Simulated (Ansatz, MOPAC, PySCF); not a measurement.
Isomers of CH4OSn: 1 is [CH3][Sn][OH], 2 is [SnH][O]C; one conformer of each (the lowest of an xTB search), B3LYP-D3(BJ)/def2-TZVP minima.
Isomer 1 (charge 0, multiplicity 1):
| atom | x (Å) | y (Å) | z (Å) |
|---|---|---|---|
| C | -0.9650 | 0.0127 | -0.0068 |
| Sn | 0.7041 | 1.4029 | -0.4542 |
| O | 2.1478 | 0.0850 | -0.0217 |
| H | -0.8861 | -0.8700 | -0.6479 |
| H | -1.9427 | 0.4709 | -0.1619 |
| H | -0.8945 | -0.3185 | 1.0331 |
| H | 1.8364 | -0.7829 | 0.2595 |
Isomer 2 (charge 0, multiplicity 1):
```xyz
7

C     -0.85268     0.06119     0.06435
O      0.05666    -1.01369    -0.04418
Sn     2.03585    -0.94149    -0.18488
H     -0.34864     1.03436     0.06328
H     -1.55816     0.03308    -0.77234
H     -1.42618    -0.03324     0.99211
H      2.09315     0.85979    -0.11835
```

No zero-point or thermal terms.

Rows in 3-21G carry no dispersion term and start afresh at each structure; the Pople sets are all-electron and without relativity. The state reached by PM7 isn't checked; PM7 holds dispersion and hydrogen-bond terms.

Programs: Ansatz (Gaussian orbitals); MOPAC for PM7 (differences of heats of formation); PySCF for 3-21G rows. Values without a source in brackets are computed. In def2 rows elements past Kr take small-core potentials, without spin–orbit coupling.

Task: One of these levels gives 13.57 kcal/mol for the electronic energy of isomer 2 less that of isomer 1. Which one is it?
A. BLYP/def2-TZVPP
B. B3LYP/3-21G
C. r2SCAN/def2-TZVPP
D. PM7

Result: B, B3LYP/3-21G. The others give 22.14 (PM7), 18.73 (BLYP/def2-TZVPP), 20.42 (r2SCAN/def2-TZVPP)

Ansatz is a first-principles code.
